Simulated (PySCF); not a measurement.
# Static response to an electric field

Species: Ge₂H₉NSi.
Cartesian coordinates in Å at the PBE0-D3(BJ)/def2-SVP level; atoms count from 1:
```
atom  x, y, z in Å
N1    -1.679    1.056   -0.226
Ge2   -1.535   -0.789   -0.218
Ge3    0.833   -1.173   -0.572
Si4    1.905    0.825    0.163
H5    -1.399    1.485   -1.104
H6    -2.603    1.408    0.016
H7    -2.439   -1.510   -1.253
H8    -1.966   -1.239    1.192
H9     1.146   -1.440   -2.059
H10    1.324   -2.393    0.233
H11    1.522    1.117    1.576
H12    3.393    0.690    0.086
H13    1.494    1.965   -0.712
```

Level: wB97X-D/def2-SVPD (PySCF), static field, nuclei fixed, core orbitals frozen in the response. The polarisability tensor in these axes (au):

```
x   122.14   7.71   1.72
y     7.71 106.52   5.40
z     1.72   5.40  90.69
```

Task: Give the principal values, the mean and the anisotropy Δα = √{½[(α1 − α2)² + (α2 − α3)² + (α1 − α3)²]}.

Result: Principal values 89.01, 104.64 and 125.69 au; mean 106.45 au = 15.77 Å³ = 17.55 × 10⁻⁴⁰ C²·m²/J; Δα = 31.88 au (30 % of the mean).

Task: What is the dipole moment, and where does it point?

Result: (-0.95, 0.19, -0.69) D, 1.19 D in size, pointing from the negative to the positive side. Measured along this direction, the outermost atoms are H12 at the negative end and H7 at the positive end.

Task: How large is μ²/3kT at 400 K beside α?

Result: In Gaussian units μ²/3kT = 8.61 Å³ against 15.77 Å³, a ratio of 0.55; the Debye molar polarisation (4π/3)N_A(α + μ²/3kT) is 61.5 cm³/mol, leaving out the vibrational part.

Task: In TDDFT the mean static polarisability is Σ f/ω² over all singlet excitations (ω in hartree). How much of it do the 6 lowest give? Their energies (eV) and oscillator strengths: 6.02, 0.0084; 6.68, 0.0125; 6.87, 0.2145; 6.95, 0.1795; 7.01, 0.0419; 7.28, 0.0720.

Result: They add up to 8.13 au, 7.6 % of the 106.45 au; the largest single term is 3.37 au, from the state at 6.87 eV. Terms in order: 0.17, 0.21, 3.37, 2.75, 0.63, 1.01 au. Higher excitations give the rest. The strengths listed sum to 0.529.

Task: Give the principal axes and the span of the nuclei along them.

Result: Largest value along (0.91, 0.40, 0.11), where the nuclei span 6.33 Å; middle along (-0.41, 0.87, 0.28), 4.84 Å; least along (0.02, -0.30, 0.95), 3.00 Å. The response follows the extents in order.

Geometry: PBE0-D3(BJ)/def2-SVP, one conformer, isolated molecule. The calculation is non-relativistic, for germanium too.

The run behind these numbers computed excited states as well. Hardware: Arm Neoverse V2, one thread, no GPU (shared host). Cost: 38 s.
